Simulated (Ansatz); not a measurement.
Stepwise reaction of `OB(Cl)Cl` with hydrogen, as a gas-phase model of exchange steps in deposition or etching. ΔE in kJ/mol; ΔG adds harmonic PBE0-D4 terms to CCSD(T)/CBS, at 1 bar.

Computed with Ansatz on PBE0-D4/def2-TZVP structures; ΔE is electronic, products minus reactants. CCSD(T)/CBS is the MP2 limit (def2-TZVPP, def2-QZVPP) plus CCSD(T) − MP2 in def2-TZVPP, frozen cores. This one scheme is used for every species. Functionals use def2-TZVPP. B3LYP here is the variant with VWN-RPA as its local correlation; programs differ in this. Each species was taken in one conformer, which may not be the lowest.

| step | reaction | PBE-D4 | B3LYP-D4 | ωB97M-V | CCSD(T)/CBS | ΔG(600 K) |
| --- | --- | --- | --- | --- | --- | --- |
| 1 | `OB(Cl)Cl` + H₂ → `OBCl` + HCl | 58.6 | 53.1 | 54.7 | 52.0 | 46.9 |

Q: Give the row of step 2, `OBCl` + H₂ → `BO` + HCl. (Best estimate.)

A: Ansatz gave: 
```
step                  reaction  PBE-D4  B3LYP-D4  ωB97M-V  CCSD(T)/CBS  ΔG(600 K)
   2  `OBCl` + H₂ → `BO` + HCl    85.8      79.4     80.6         78.8       74.0
```

Q: By hand: ΔE of the 2 steps together at CCSD(T)/CBS.

A: (52.0) + (78.8) = 130.8 kJ/mol, or 65.4 kJ/mol a step.

In ΔE each step is higher than the one before. All are uphill at CCSD(T)/CBS. ΔG lies between 46.9 and 74.0 kJ/mol a step. PBE-D4 differs from CCSD(T)/CBS by 6.6 to 7.0 kJ/mol a step. Isolated molecules leave out the surface, adducts and barriers. Largest T1 diagnostic: 0.014.
